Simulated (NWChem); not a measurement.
System: BeNH3S; SMILES [NH2][Be][SH]

Here is an NWChem input.

```
start job
memory heap 200 mb stack 900 mb global 1100 mb
geometry units angstroms noautosym nocenter noautoz
  Be     0.029994    -0.593588     0.000229
  N      0.009751    -2.093028     0.001672
  H      0.003503    -2.677186    -0.825511
  H      0.009874    -2.675198     0.830284
  S      0.103539     1.320622    -0.001298
  H     -1.239760     1.481299     0.003728
end
basis spherical
  Be library pcsseg-2
  N library pcsseg-2
  H library pcsseg-2
  S library pcsseg-2
end
dft
  xc pbe0
  iterations 150
end
property
  shielding 5 1 2 3 5 6
end
task dft property
```

Geometry: optimised at B3LYP/6-31G* (spherical d).

GIAO values for the isolated, static molecule; σ is the absolute isotropic shielding, δ = σ(reference) − σ with the isolated reference molecule computed at the same levels (1H: tetramethylsilane, 15N: ammonia).

Atoms are numbered as in the input.

Task: Predict the main results of this run. (PBE0/pcSseg-2, GIAO.) Quantities: σ Be1 (ppm); δ N2 (ppm); δ H3 (ppm); σ S5 (ppm); δ H6 (ppm).

Result: 
| Item | Value |
|---|---|
| σ Be1 (ppm) | 87.8 |
| δ N2 (ppm) | 28.2 |
| δ H3 (ppm) | 1.23 |
| σ S5 (ppm) | 775.6 |
| δ H6 (ppm) | 0.22 |
